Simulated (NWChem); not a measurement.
System: carbon tetrabromide (CBr4); SMILES BrC(Br)(Br)Br

Here is an NWChem input.

```
start job
memory heap 200 mb stack 900 mb global 1100 mb
geometry units angstroms
  Br     1.203732     0.755855    -1.313529
  C     -0.000010    -0.000048     0.000043
  Br    -0.452561     1.348897     1.311995
  Br     0.860975    -1.493073     0.880437
  Br    -1.612157    -0.611723    -0.878863
end
basis spherical
  * library 3-21g
end
dft
  xc hfexch
  iterations 150
end
driver
  maxiter 120
end
task dft optimize
task dft freq
```

NWChem printed, in part:

```
             Northwest Computational Chemistry Package (NWChem) 7.3.0
             --------------------------------------------------------

 C1  symmetry detected

                             Geometry "geometry" -> ""
                             -------------------------

 Output coordinates in angstroms (scale by  1.889725989 to convert to a.u.)

  No.       Tag          Charge          X              Y              Z
 ---- ---------------- ---------- -------------- -------------- --------------
    1 Br                  35.0000    -0.90446911    -1.41204147     0.96632115
    2 C                    6.0000     0.00002153     0.00004283     0.00000330
    3 Br                  35.0000     1.48650053    -0.74551091    -0.99004865
    4 Br                  35.0000     0.65690720     1.32084762     1.25279552
    5 Br                  35.0000    -1.23894231     0.83669742    -1.22906858

 Effective nuclear repulsion energy (a.u.)    1460.3396629102

                                Z-matrix (autoz)
                                --------

 Units are Angstrom for bonds and degrees for angles

      Type          Name      I     J     K     L     M      Value
      ----------- --------  ----- ----- ----- ----- ----- ----------
    1 Stretch                  1     2                       1.93542
    2 Stretch                  2     3                       1.93537
    3 Stretch                  2     4                       1.93533
    4 Stretch                  2     5                       1.93537
    5 Bend                     1     2     3               109.46860
    6 Bend                     1     2     4               109.47248
    7 Bend                     1     2     5               109.46939
    8 Bend                     3     2     4               109.47256
    9 Bend                     3     2     5               109.47232
   10 Bend                     4     2     5               109.47197

  xc_inp: hfexch multiplicative factor not found.

                           NWChem Geometry Optimization
                           ----------------------------

 maximum gradient threshold         (gmax) =   0.000450
 rms gradient threshold             (grms) =   0.000300
 maximum cartesian step threshold   (xmax) =   0.001800
 rms cartesian step threshold       (xrms) =   0.001200
 fixed trust radius                (trust) =   0.300000
 source of zmatrix                         =   autoz

[...]

      ----------------------
      Optimization converged
      ----------------------

  Step       Energy      Delta E   Gmax     Grms     Xrms     Xmax
  ---- ---------------- -------- -------- -------- -------- --------
@    3  -10277.80124293 -1.5D-08  0.00001  0.00000  0.00001  0.00002
                                     ok       ok       ok       ok

                                Z-matrix (autoz)
                                --------

 Units are Angstrom for bonds and degrees for angles

      Type          Name      I     J     K     L     M      Value     Gradient
      ----------- --------  ----- ----- ----- ----- ----- ---------- ----------
    1 Stretch                  1     2                       1.98008   -0.00001
    2 Stretch                  2     3                       1.98007   -0.00001
    3 Stretch                  2     4                       1.98007   -0.00001
    4 Stretch                  2     5                       1.98007   -0.00001
    5 Bend                     1     2     3               109.47115    0.00000
    6 Bend                     1     2     4               109.47107   -0.00000
    7 Bend                     1     2     5               109.47121    0.00000
    8 Bend                     3     2     4               109.47124   -0.00000
    9 Bend                     3     2     5               109.47130    0.00000
   10 Bend                     4     2     5               109.47134   -0.00000

                         Geometry "geometry" -> "geometry"
                         ---------------------------------

 Output coordinates in angstroms (scale by  1.889725989 to convert to a.u.)

[...]

 Rotational Constants
 --------------------
 A=   0.020176 cm-1  (  0.029028 K)
 B=   0.020176 cm-1  (  0.029028 K)
 C=   0.020176 cm-1  (  0.029028 K)

 Temperature                      =   298.15K
 frequency scaling parameter      =   1.0000

 Zero-Point correction to Energy  =    4.835 kcal/mol  (  0.007705 au)
 Thermal correction to Energy     =    8.990 kcal/mol  (  0.014327 au)
 Thermal correction to Enthalpy   =    9.582 kcal/mol  (  0.015270 au)

 Total Entropy                    =   89.600 cal/mol-K
   - Translational                =   43.272 cal/mol-K (mol. weight = 331.6660)
   - Rotational                   =   31.638 cal/mol-K (symmetry #  =        1)
   - Vibrational                  =   14.689 cal/mol-K

 Cv (constant volume heat capacity) =   19.249 cal/mol-K
   - Translational                  =    2.979 cal/mol-K
   - Rotational                     =    2.979 cal/mol-K
   - Vibrational                    =   13.290 cal/mol-K

[normal modes left out]

 ----------------------------------------------------------------------------
 Normal Eigenvalue ||           Projected Infra Red Intensities
  Mode   [cm**-1]  || [atomic units] [(debye/angs)**2] [(KM/mol)] [arbitrary]
 ------ ---------- || -------------- ----------------- ---------- -----------
    1       -0.000 ||    0.000000           0.000         0.000       0.000
    2       -0.000 ||    0.000000           0.000         0.000       0.000
    3        0.000 ||    0.000000           0.000         0.000       0.000
    4        0.000 ||    0.000000           0.000         0.000       0.000
    5        0.000 ||    0.000000           0.000         0.000       0.000
    6        0.000 ||    0.000000           0.000         0.000       0.000
    7      133.255 ||    0.000000           0.000         0.000       0.000
    8      133.255 ||    0.000000           0.000         0.000       0.000
    9      194.354 ||    0.000042           0.001         0.041       0.028
   10      194.355 ||    0.000042           0.001         0.041       0.028
   11      194.355 ||    0.000042           0.001         0.041       0.028
   12      269.520 ||    0.000000           0.000         0.000       0.000
   13      754.911 ||    0.075153           1.734        73.263      49.973
   14      754.917 ||    0.075152           1.734        73.262      49.972
   15      754.922 ||    0.075152           1.734        73.262      49.972
 ----------------------------------------------------------------------------
```

Level: Hartree-Fock/3-21G. This build's default masses of Se (78.918 u) and Br (79.917 u) are each other's, which moves their modes by up to 0.6 %. The printed entropy takes a lower symmetry number than the molecule has.
